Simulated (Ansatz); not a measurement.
Total energies of C2H5BSn (`[BH2][SnH2][C]#C`).

```xyz
9

B     0.2168    0.1018    2.0516
Sn    0.7236   -0.5566   -0.0307
C    -0.5953    0.2688   -1.4254
C    -1.3735    0.7613   -2.2056
H     0.8738   -0.2826    2.9710
H    -0.7018    0.8330    2.2591
H     0.6239   -2.2514   -0.2185
H     2.2908   -0.0680   -0.5025
H    -2.0582    1.1937   -2.8990
```

The species carries charge 0 and has multiplicity 1. Correlated methods include outer-core shells of Sn, which these sets cover unevenly. Sn: def2 effective core potential. All single points use the PBE0-D4/def2-TZVP geometry. Basis def2-TZVPP, Ansatz 0.2.0.

RPA on PBE orbitals: Hartree–Fock energy of these orbitals -316.55726 Eh, correlation -1.16958 Eh (frozen core).

```json
{"functional": "LDA (SPW92)", "energy without D4 (Eh)": "-316.88349", "D4 term (kJ/mol)": "–"}
{"functional": "PBE", "energy without D4 (Eh)": "-318.10997", "D4 term (kJ/mol)": "-16.5"}
{"functional": "revPBE", "energy without D4 (Eh)": "-318.28889", "D4 term (kJ/mol)": "-43.9"}
{"functional": "BLYP", "energy without D4 (Eh)": "-318.17014", "D4 term (kJ/mol)": "-35.4"}
{"functional": "r2SCAN", "energy without D4 (Eh)": "-318.28254", "D4 term (kJ/mol)": "-4.0"}
{"functional": "B97M-V", "energy without D4 (Eh)": "-318.29044", "D4 term (kJ/mol)": "–"}
{"functional": "PBE0", "energy without D4 (Eh)": "-318.13765", "D4 term (kJ/mol)": "-14.1"}
{"functional": "B3LYP", "energy without D4 (Eh)": "-318.36046", "D4 term (kJ/mol)": "-26.9"}
{"functional": "r2SCANh", "energy without D4 (Eh)": "-318.26703", "D4 term (kJ/mol)": "-4.3"}
{"functional": "r2SCAN0", "energy without D4 (Eh)": "-318.24478", "D4 term (kJ/mol)": "-4.8"}
{"functional": "HSE06 (plane-wave form)", "energy without D4 (Eh)": "-318.12889", "D4 term (kJ/mol)": "-13.4"}
{"functional": "BHLYP", "energy without D4 (Eh)": "-318.14372", "D4 term (kJ/mol)": "-23.0"}
{"functional": "CAM-B3LYP", "energy without D4 (Eh)": "-318.19304", "D4 term (kJ/mol)": "-14.6"}
{"functional": "LC-ωPBE", "energy without D4 (Eh)": "-318.22406", "D4 term (kJ/mol)": "–"}
{"functional": "ωB97X-V", "energy without D4 (Eh)": "-318.22840", "D4 term (kJ/mol)": "–"}
{"functional": "ωB97M-V", "energy without D4 (Eh)": "-318.17178", "D4 term (kJ/mol)": "–"}
{"functional": "B2PLYP", "energy without D4 (Eh)": "-317.96848", "D4 term (kJ/mol)": "–"}
{"functional": "PBE-QIDH", "energy without D4 (Eh)": "-317.92697", "D4 term (kJ/mol)": "–"}
```

B3LYP takes the VWN-RPA correlation (the form of Gaussian; ORCA's B3LYP/G). HSE06 is the plane-wave form, built on full-range PBE exchange. The double hybrids freeze the cores in their second-order part.

LC-ωPBE has ω = 0.4 bohr⁻¹.
